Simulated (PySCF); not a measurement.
Correlation energy of Hg⁴⁹⁺ (mercury, charge +49)

Starting occupation: [Ar] 3d10 4s2 4p1, 4p1/2 with m_j = +1/2. Calculation: PySCF 2.14, in an even-tempered Gaussian basis (16 s from 7.1 bohr⁻², ratio 2.8; 13 p from 9.3 bohr⁻², ratio 2.8; 8 d from 16 bohr⁻², ratio 2.8; 4 f from 38 bohr⁻², ratio 3); X2C-1e with screened-nucleus spin-orbit coupling, Gaussian nucleus. Frozen: [Ne]; 21 electrons correlated; the 72 highest virtual spinors left out.

MP2 pair energies summed by pair of shells (mhartree):

```
       pair   energy  share (%)
3d3/2-3d5/2  -186.83       21.5
3d5/2-3d5/2  -132.56       15.2
3d5/2-3p3/2   -66.63        7.6
3d3/2-3d3/2   -56.77        6.5
3d5/2-4s1/2   -46.98        5.4
3d3/2-3p3/2   -45.21        5.2
4s1/2-4s1/2   -34.08        3.9
4p1/2-4s1/2   -30.84        3.5
3d3/2-4s1/2   -29.71        3.4
3d5/2-3p1/2   -28.75        3.3
3p3/2-3p3/2   -25.71        3.0
3p1/2-3p3/2   -24.27        2.8
3d5/2-3s1/2   -23.35        2.7
3d5/2-4p1/2   -20.96        2.4
3d3/2-3p1/2   -18.97        2.2
3p3/2-4s1/2   -18.13        2.1
3d3/2-3s1/2   -15.80        1.8
3d3/2-4p1/2   -13.31        1.5
3p3/2-3s1/2   -12.57        1.4
3p3/2-4p1/2    -9.04        1.0
3p1/2-3s1/2    -6.36        0.7
3p1/2-4s1/2    -6.28        0.7
3p1/2-3p1/2    -5.73        0.7
3s1/2-3s1/2    -3.72        0.4
3s1/2-4s1/2    -3.53        0.4
3p1/2-4p1/2    -2.81        0.3
3s1/2-4p1/2    -2.07        0.2
```

Total MP2 correlation energy: -870.96 mhartree.

At this charge the one-electron X2C treatment keeps the bare 1/r₁₂, with no two-electron picture change or Breit term. The effect here is smaller than on the frozen 1s shell.
